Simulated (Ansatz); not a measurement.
Molecule: C3H9AlO, charge 0, multiplicity 1. 
Structure (B3LYP-D3(BJ)/def2-TZVP (Ansatz, an electronic-structure program) minimum search):
SMILES: C[O][Al]([CH3])[CH3]
```xyz
14

C      2.3275     0.3979    -0.3803
O      1.1742    -0.3989    -0.3010
Al    -0.4584    -0.1153     0.0716
C     -1.0527     1.6994     0.4994
C     -1.6374    -1.6671     0.0277
H      2.7477     0.3526    -1.3898
H      3.0871     0.0311     0.3168
H      2.1293     1.4504    -0.1432
H     -1.7807     1.7006     1.3153
H     -0.2311     2.3613     0.7818
H     -1.5515     2.1548    -0.3626
H     -2.5185    -1.4825    -0.5938
H     -2.0102    -1.9050     1.0290
H     -1.1309    -2.5540    -0.3570
```

Basis-set convergence of Hartree-Fock and MP2 correlation energies (hartree) with Ansatz. Correlated levels leave the core frozen unless marked. No spin-orbit coupling. Non-relativistic.

```
basis        functions       E(HF)  E(corr, MP2)
-----------  ---------  ----------  ------------
cc-pV(D+d)Z        124  -435.69319      -0.68668
cc-pV(T+d)Z        285  -435.76814      -0.85392
cc-pV(Q+d)Z        554  -435.78482      -0.91163
```

Extrapolating the two largest sets (X = 3 and 4) as X^-3: E(corr) = (64·(-0.91163) - 27·(-0.85392))/37 = -0.9537 Eh, an estimate of the basis-set limit. The largest set recovers 95.6 % of it, the smallest 72.0 %.
